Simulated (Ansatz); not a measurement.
`CO[Si]F`, charge 0, multiplicity 1.

**Question.** Give a relaxed structure at PBE0-D4/def2-TZVP (the Gaussian-basis code of Ansatz). (Estimate.)

**Answer.** Computed: 
Z-matrix (Å, degrees):
```
C
O 1 1.415
H 1 1.092 2 111.5
H 1 1.092 2 108.9 3 120.8
H 1 1.092 2 108.9 3 -120.8
Si 2 1.628 1 132.8 3 0.2
F 6 1.622 2 102.4 1 -0.0
```
Point group Cs.
